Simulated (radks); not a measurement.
Task: The mean radii <r> (bohr) of the occupied orbitals of an atom or ion are listed with their occupations. All-electron calculation, scalar-relativistic Kohn-Sham, PBEsol, spin-polarised, spherical densities, finite nucleus; Fermi nuclear charge, rms radius of each element as measured or else 0.836 A^(1/3) + 0.57 fm. Program: a radial shooting solver on a logarithmic mesh with Libxc functionals.

| orbital | occ. | <r> |
|---|---|---|
| 1s up | 1 | 0.01580 |
| 1s down | 1 | 0.01580 |
| 2s up | 1 | 0.06651 |
| 2s down | 1 | 0.06651 |
| 2p up | 3 | 0.06055 |
| 2p down | 3 | 0.06055 |
| 3s up | 1 | 0.1717 |
| 3s down | 1 | 0.1717 |
| 3p up | 3 | 0.1738 |
| 3p down | 3 | 0.1738 |
| 3d up | 5 | 0.1575 |
| 3d down | 5 | 0.1575 |
| 4s up | 1 | 0.3772 |
| 4s down | 1 | 0.3772 |
| 4p up | 3 | 0.4027 |
| 4p down | 3 | 0.4027 |
| 4d up | 5 | 0.4226 |
| 4d down | 5 | 0.4225 |
| 5s up | 1 | 0.8306 |
| 5s down | 1 | 0.8303 |
| 4f up | 7 | 0.4409 |
| 4f down | 7 | 0.4409 |
| 5p up | 3 | 0.9466 |
| 5p down | 3 | 0.9453 |
| 5d up | 5 | 1.209 |
| 5d down | 5 | 1.201 |
| 6s up | 1 | 1.945 |

Name the element and its charge. Open shells, if any, are filled with parallel spins first.

Result: Z = 83, bismuth, charge +4: Bi4+ in [Xe] 4f14 5d10 6s1. The 1s radius gives Z: for a bare nucleus <r> = (2 gamma + 1)/(2Z) with gamma = sqrt(1 - (Z/c)^2), 0.01561 bohr for Z = 83, and screening makes it slightly larger (0.01580 here). The occupations add up to 79, and the charge is Z minus that.
